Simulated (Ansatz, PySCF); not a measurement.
BrCs, triplet, at the geometry of the source list (a higher spin typed on purpose: for a closed-shell molecule this is an excited state) (core potentials on Cs). Base run: CASSCF(6,7)/def2-SVP in PySCF.

The PySCF input:
```python
from pyscf import gto, scf, mcscf
import numpy

mol = gto.M(
    atom='''
Cs   -1.004200   -0.739900   -0.870900
Br    1.004200    0.739900    0.870900
''',
    basis='def2-svp',
    ecp={'Cs': 'def2-svp'},
    charge=0,
    spin=2,
    verbose=4,
)

mf = scf.ROHF(mol)
mf.kernel()
mc = mcscf.CASSCF(mf, 7, 6)
mc.fix_spin_(ss=2.0)
mc.kernel()
occ = numpy.linalg.eigvalsh(mc.fcisolver.make_rdm1(mc.ci, mc.ncas, mc.nelecas))[::-1]
ss = mc.fcisolver.spin_square(mc.ci, mc.ncas, mc.nelecas)[0]
print('natural occupations', occ.round(4), ' <S^2>', round(ss, 4))
```

Programs used: Ansatz (an electronic-structure program), PySCF; a row that names a program was run with it.

The base run was repeated with changes; each row names its change, and settings that it needs were set with it.

```tsv
change	ΔE vs base (kcal/mol)	natural occupations	<S^2> of the state	outcome
base	0.000	1.99 1.98 1.00 1.00 0.01 0.01 0.01	2.00	converged
active space = 8 electrons, 9 orbitals	-17.65	1.99 1.98 1.97 1.00 1.00 0.02 0.02 0.01 0.01	2.00	converged
correction = SC-NEVPT2	-163.5	1.99 1.98 1.00 1.00 0.01 0.01 0.01	2.00	converged
state_average = 2 states	0.84	-	-	converged
fix_spin_ = off	0.000	1.99 1.98 1.00 1.00 0.01 0.01 0.01	2.00	converged
active space = 6 electrons, 5 orbitals	-	-	-	not converged
solver = newton	0.000	1.99 1.98 1.00 1.00 0.01 0.01 0.01	2.00	converged
active space = 4 electrons, 4 orbitals	-	-	-	not converged
orbitals = fixed (CASCI)	20.86	2.00 2.00 1.00 1.00 0.00 0.00 0.00	2.00	converged
code = ansatz	0.003	-	-	converged
active space = 4 electrons, 5 orbitals	-	-	-	not converged
```

Active orbitals are taken around the Fermi level unless the row says otherwise; CASSCF can end in different local minima, and two programs can end on different orbitals. State-averaged rows give the lowest state.

Open shells are given as the SCF converged; they aren't shown to be the lowest states, and a large step between rows can be another state.
